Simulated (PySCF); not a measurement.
# Fluorine: a sound run and one with changed settings

Sound run: F⁺ [He] 2s2 2p4, F²⁺ [He] 2s2 2p3. Calculation: PySCF 2.14, in jorge-DZP-DKH; scalar relativity by spin-free X2C-1e. The sound run starts from symmetry-adapted Hartree-Fock orbitals and uses a fine grid where one is needed.

A second run was set up differently.

```csv
species,method,sound run (hartree),changed run (hartree),converged
F⁺,UHF,-98.90751,-98.90751,yes
F⁺,B3LYP,-99.19116,-99.15905,yes
F⁺,M06-2X,-99.16654,-99.13354,yes
F²⁺,UHF,-97.67574,-97.67574,yes
F²⁺,B3LYP,-97.87716,-97.83660,yes
F²⁺,M06-2X,-97.87193,-97.83935,yes
```

Ionisation energy of F⁺:

```
method  sound run (eV)  changed run (eV)
   UHF          33.518            33.518
 B3LYP          35.756            35.986
M06-2X          35.228            35.217
```

What was changed?
A. radial grid too coarse
B. all electrons correlated in a valence basis
C. minimal basis
D. too few SCF iterations

A. It used radial step 0.8 in ln r (0.13 in the sound run). A coarse radial grid mis-integrates the density and the exchange-correlation energy, with errors of either sign; Hartree-Fock needs no grid.
